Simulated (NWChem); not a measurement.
Molecule: C2H3Br; SMILES C=CBr

```xyz
6

C     -0.3372     2.0960     0.0000
C      0.5120     1.0745     0.0000
Br    -0.0249    -0.7268     0.0000
H     -1.4207     1.9568     0.0000
H      0.0534     3.1174     0.0000
H      1.5982     1.1913     0.0000
```
Atoms are numbered in this order, from 1.

Results from NWChem. Geometry optimised at PBE0/def2-SVP; all other runs use it. This build's default masses of Se (78.918 u) and Br (79.917 u) are each other's, which moves their modes by up to 0.6 %.

| quantity | level | value |
|---|---|---|
| isotropic polarisability (bohr³), static | PBE0/def2-SVPD | ? |
| vertical, lowest state with f > 0.02, singlet (eV) | PBE0/def2-SVPD, TDA | ? |
| cavity-dispersion-structure term (kcal/mol) in n-hexane | PBE0/def2-SVP, SMD | -1.9 |
| −ε(HOMO) (eV) | PBE/def2-SVP | 6.12 |
| dipole (D) | PBE0/def2-SVP | 1.34 |
| highest harmonic frequency (cm⁻¹) | PBE0/def2-SVP | ? |

Task: What belongs in the gaps?

Result: 
- isotropic polarisability (bohr³), static, value: 47.8
- vertical, lowest state with f > 0.02, singlet (eV), value: 6.57
- highest harmonic frequency (cm⁻¹), value: 3282
